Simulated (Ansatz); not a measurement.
Reaction (ligand exchange at a B–C bond): `NBC[SiH2]Cl` + `CNC` → `CN(C)BN` + `C[SiH2]Cl`

Computed with Ansatz on PBE0-D4/def2-TZVP structures; ΔE is electronic, products minus reactants. CBS: MP2 limit from def2 TZ/QZ plus the TZ coupled-cluster correction, frozen cores. Functionals use def2-TZVPP. Each species was taken in one conformer, which may not be the lowest.

`NBC[SiH2]Cl`:

Cartesian coordinates in Å:
```
N 0.667 -0.748 1.751
B -0.472 -0.375 1.047
C -0.568 -0.541 -0.510
Si -0.021 0.994 -1.406
Cl 2.001 1.287 -1.095
H 0.763 -0.614 2.742
H 1.490 -1.128 1.313
H -1.374 0.116 1.668
H 0.046 -1.363 -0.896
H -1.603 -0.715 -0.826
H -0.718 2.208 -0.915
H -0.210 0.879 -2.873
```

`CNC`:

Cartesian coordinates in Å:
```
C 0.159 -0.253 1.171
N -0.509 -0.488 -0.088
C -0.143 0.473 -1.103
H -0.105 -1.035 1.885
H -0.176 0.702 1.588
H 1.259 -0.210 1.095
H -0.308 -1.424 -0.413
H -0.494 1.466 -0.808
H -0.628 0.220 -2.048
H 0.944 0.547 -1.280
```

`CN(C)BN`:

Z-matrix (Å, degrees):
```
C
N 1 1.437
H 1 1.098 2 111.3
H 1 1.090 2 111.4 3 120.0
H 1 1.098 2 111.4 3 -119.8
C 2 1.439 1 113.2 3 59.2
B 2 1.411 1 124.8 3 -121.1
H 6 1.099 2 111.4 1 -59.8
H 6 1.089 2 109.9 1 -179.9
H 6 1.099 2 111.5 1 60.0
N 7 1.411 2 124.4 1 0.0
H 7 1.200 2 117.8 1 180.0
H 11 1.004 7 125.6 2 -0.2
H 11 1.003 7 121.0 2 179.9
```

`C[SiH2]Cl`:

Z-matrix (Å, degrees):
```
C
Si 1 1.857
H 1 1.092 2 110.8
H 1 1.094 2 110.0 3 119.8
H 1 1.092 2 110.8 3 -120.4
Cl 2 2.062 1 109.6 3 60.1
H 2 1.483 1 111.6 3 178.7
H 2 1.483 1 111.5 3 -58.5
```

```json
{"level": "PBE0-D4", "ΔE (kJ/mol)": "-84.2"}
{"level": "ωB97X-V", "ΔE (kJ/mol)": "-85.2"}
{"level": "CCSD/def2-TZVPP", "ΔE (kJ/mol)": "-85.9"}
{"level": "SCS-MP2/def2-QZVPP", "ΔE (kJ/mol)": "-87.7"}
```

**Question.** What does CCSD(T)/CBS give? (Estimate.)

**Answer.** Ansatz gave: -86.1 kJ/mol. The listed levels differ from it by 1.9, 0.9, 0.2, -1.6 kJ/mol.

Largest T1 diagnostic among the species: 0.011.
